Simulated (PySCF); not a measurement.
## Computed and published core binding energies of `[C-]#[N+]c1ccccc1`

What was measured (core binding energies): C 1s of C1 292.53 eV [1]; C 1s of C3 291.84 eV [1]; N 1s of N2 (atom 2) 406.50 eV [1]. Sources and the comparison follow the method.

C7H5N.
Cartesian coordinates in Å at the PBE0-D3(BJ)/def2-TZVP level; atoms count from 1:
```xyz
13
C7H5N angstrom
C      3.596    0.129   -0.027
N      2.429    0.089   -0.019
C      1.052    0.038   -0.009
C      0.411   -1.196    0.024
C     -0.973   -1.239    0.035
C     -1.711   -0.064    0.012
C     -1.062    1.161   -0.021
C      0.321    1.221   -0.032
H      1.002   -2.102    0.042
H     -1.476   -2.198    0.060
H     -2.794   -0.105    0.020
H     -1.635    2.080   -0.039
H      0.844    2.168   -0.057
```

Computed, not measured: delta-SCF UKS SCAN, pcX-3 on the ionised atom, pcseg-2 elsewhere, spin-free X2C in PySCF. Each binding energy is the total energy of the core-ionised species, with the hole localised on one atom, minus that of the ground state; both are solved self-consistently, so orbital relaxation is included.

```
atom                       environment  level  this calculation (eV)  reference (eV)  difference (eV)  source
  C1                 isocyanide carbon   C 1s                 291.46          292.53            -1.07     [1]
  C3  aromatic carbon bearing nitrogen   C 1s                 292.28          291.84            +0.44     [1]
  N2               isocyanide nitrogen   N 1s                 406.28          406.50            -0.22     [1]
```

[1] measured, gas; Beach, A photoelectron spectroscopic study of bonding in inorganic and organometallic compounds, PhD thesis, LBL 1985

Task: How well does this level of theory reproduce the measurements here?

Result: Over the 3 different measured values (3 distinct lines) the mean signed difference is -0.28 eV, the mean unsigned one 0.58 eV and the largest 1.07 eV. The calculation is vertical and has no vibrational structure, and measured positions depend on the energy calibration.

Task: What does the calculation give for the levels without a reference value here?

Result: C4/C8 C 1s 290.70 eV; C5/C7 C 1s 290.71 eV; C6 C 1s 290.57 eV.

Lowest listed C 1s: C6, bonded to 2 C (aromatic in the SMILES) and H. Highest, 1.71 eV above it: C3, bonded to N and 2 C (aromatic in the SMILES). The widest gap between neighbouring values is 0.82 eV, between 291.46 and 292.28 eV. The values 290.70 and 290.71 eV lie too close for their order to be trusted.

Atoms equivalent by their bonding share one computed value, that of the first of them. Spin contamination (⟨S²⟩ against 0.75 for a pure doublet) is marked for C 1s of C1 (0.94), which makes this value less certain. Isolated species at its PBE0-D3(BJ)/def2-TZVP geometry, gas phase.
